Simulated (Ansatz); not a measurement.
`[OH][Al]([OH])[Cl]` + `N[SiH3]` → `N[SiH2][Al]([OH])[Cl]` + H₂O  (formal exchange of groups at the Al–O bond)

Calculated with Ansatz (gas phase, PBE0-D4/def2-TZVP geometries, no zero-point term in ΔE). CCSD(T)/CBS is the MP2 limit (def2-TZVPP, def2-QZVPP) plus CCSD(T) − MP2 in def2-TZVPP, frozen cores. This one scheme is used for every species. DFT in def2-TZVPP. B3LYP here is the variant with VWN-RPA as its local correlation; programs differ in this. Each species was taken in one conformer, which may not be the lowest.

`[OH][Al]([OH])[Cl]`:

```xyz
6

O    -0.852    1.060   -0.914
Al    0.076    0.023    0.027
O    -0.567   -1.477    0.428
Cl    1.983    0.582    0.679
H    -0.547    1.926   -1.178
H    -0.093   -2.114    0.959
```

`N[SiH3]`:

Cartesian coordinates in Å:
```
N 0.571 0.182 -0.883
Si -0.436 -0.136 0.475
H 1.312 -0.458 -1.114
H 0.843 1.130 -1.089
H -0.899 -1.545 0.379
H 0.201 0.032 1.816
H -1.592 0.796 0.415
```

`N[SiH2][Al]([OH])[Cl]`:

```xyz
10

N    -1.028    1.339    1.390
Si   -0.759    0.789   -0.230
Al    0.883   -1.023   -0.464
O     1.261   -1.721   -1.957
Cl    1.880   -1.756    1.252
H    -0.267    1.800    1.865
H    -1.493    0.713    2.029
H    -2.069    0.328   -0.771
H    -0.305    1.956   -1.036
H     1.897   -2.425   -2.077
```

H₂O:

```xyz
3

O    -0.087    0.015    0.379
H    -0.457   -0.574   -0.282
H     0.544    0.559   -0.097
```

(1) Is it downhill or uphill in electronic energy at CCSD(T)/CBS, and by how much? (Best estimate.)

(2) What do these levels give: PBE-D4, PBE0-D4, B3LYP-D4, B2PLYP, PBE, r2SCAN, PBE0, B3LYP, SCS-MP2/def2-TZVPP, CCSD(T)/def2-TZVPP, HF/CBS(def2), CCSD/CBS(def2)? (Best estimate.)

Largest T1 diagnostic among the species: 0.012.

Answers

(1) Computed: Uphill: ΔE = +130.4 kJ/mol.

(2) The calculation gave: PBE-D4 107.8, PBE0-D4 114.9, B3LYP-D4 131.0, B2PLYP 140.2, PBE 110.9, r2SCAN 133.3, PBE0 118.0, B3LYP 135.9, SCS-MP2/def2-TZVPP 145.4, CCSD(T)/def2-TZVPP 133.9, HF/CBS(def2) 155.3, CCSD/CBS(def2) 133.8 kJ/mol.

From PBE to PBE0 (25 % exact exchange), in def2-TZVPP and without D4, ΔE moves by +7.1 kJ/mol. In def2-TZVPP, CCSD(T) changes the Hartree–Fock value by −20.4 kJ/mol (the triples alone add −3.4 kJ/mol) and MP2 by −11.5 kJ/mol. The D4 term adds −4.8 kJ/mol with B3LYP and −3.2 kJ/mol with PBE0; it sums over pairs of atoms, weighted by their polarisabilities, and B3LYP, whose exchange is more repulsive, gets the larger term.
